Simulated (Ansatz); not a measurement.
Caution, from a PySCF single point (B3LYP-D3(BJ)/def2-TZVPD) at this geometry: the highest occupied level lies above zero, so the state may not be bound. This triplet is an excited state, 1.12 eV above the relaxed singlet at the level composite: frozen-core CCSD(T) with HF/aug-cc-pVQZ and the correlation energy extrapolated as X^-3 from aug-cc-pVTZ and aug-cc-pVQZ, plus CCSDT(Q) minus CCSD(T) in aug-cc-pVDZ // B3LYP-D3(BJ)/def2-TZVPD (Ansatz, a first-principles code).

Species: HAlCl, SMILES `[AlH-][Cl]` (excited triplet) (charge -1, multiplicity 3).

### Question
Give a relaxed geometry from B3LYP-D3(BJ)/def2-TZVPD in Ansatz.

### Answer
the end point of this relaxation (outside a Z-matrix the atoms follow the SMILES, hydrogens last).
Z-matrix (Å, degrees):
```
Al
H 1 1.6158
Cl 1 2.2534 2 113.50
```
